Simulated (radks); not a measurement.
Task: Neutral vanadium: order these configurations by energy. All-electron calculation, scalar-relativistic Kohn-Sham, LDA (Slater exchange, Perdew-Wang correlation), spin-polarised, spherical densities, finite nucleus; Fermi nuclear charge, rms radius of each element as measured or else 0.836 A^(1/3) + 0.57 fm. Program: a radial shooting solver on a logarithmic mesh with Libxc functionals. Open shells are filled with parallel spins first. [Ar] 3d2 4s2 4p1; [Ar] 3d3 4s1 4p1; [Ar] 3d3 4s2; [Ar] 3d4 4p1; [Ar] 3d4 4s1; [Ar] 3d5.

Result: From the lowest, in eV above it: [Ar] 3d4 4s1 0.000; [Ar] 3d3 4s2 1.018; [Ar] 3d5 1.806; [Ar] 3d4 4p1 3.156; [Ar] 3d3 4s1 4p1 3.263; [Ar] 3d2 4s2 4p1 7.513.
